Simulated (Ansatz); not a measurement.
CH5AlN, SMILES `[CH3][Al-][NH2]` (excited triplet) (charge -1, multiplicity 3). This triplet is an excited state, 1.27 eV above the relaxed singlet at the level frozen-core CCSD(T)/aug-cc-pVDZ // PBE0-D3(BJ)/def2-TZVPD (Ansatz, a first-principles code).

Method: HSE06/aug-cc-pVTZ // PBE0-D3(BJ)/def2-TZVPD (Ansatz).

Ansatz 0.2 input:
```yaml
crystal:
  periodic: [false, false, false]
  atoms:
    - { symbol: C, position_ang: [-1.479763, 0.065126, -0.078568] }
    - { symbol: Al, position_ang: [0.306222, -0.770458, -0.522504] }
    - { symbol: N, position_ang: [1.822928, 0.049352, 0.189061] }
    - { symbol: H, position_ang: [-2.293286, -0.49754, -0.549271] }
    - { symbol: H, position_ang: [-1.656158, 0.069794, 1.003548] }
    - { symbol: H, position_ang: [-1.533245, 1.099072, -0.439364] }
    - { symbol: H, position_ang: [2.472604, 0.464661, -0.46485] }
    - { symbol: H, position_ang: [2.360698, -0.480006, 0.861945] }
basis:
  gaussian: { orbitals: aug-cc-pVTZ }
hamiltonian:
  xc: hse06
total_charge: -1
magnetization:
  spin_polarized: true
  initial_magnetization: 2
```

Output:

```
Functional definition: HSE06
1077 factors; their error is unknown
125 factors; integrals over basis functions are off by at most 3.6e-6 eV
mean field evaluation 1: about -9193.4311 eV, gradient 3.8e1 eV
mean field evaluation 2: about -9172.2369 eV, gradient 6.8e1 eV
mean field evaluation 4: about -9199.8483 eV, gradient 5.8e0 eV
mean field evaluation 8: about -9200.0213 eV, gradient 2.5e-1 eV
mean field evaluation 16: about -9200.0229 eV, gradient 3.6e-3 eV
mean field evaluation 32: about -9199.9750 eV, gradient 5.9e-1 eV
mean field -9200.02294455 eV, -338.0946072127 hartree, gradient 2.0e-5 eV, S^2 2.002109; 8 other end points of the search recorded, 0 dependent functions left out
reference -9200.02301786 eV, -338.0946099067 hartree; 17, 15 occupied and 240, 242 virtual orbitals, 1077 factors
Total energy: -9200.02301786 eV, -338.0946099067 hartree
```
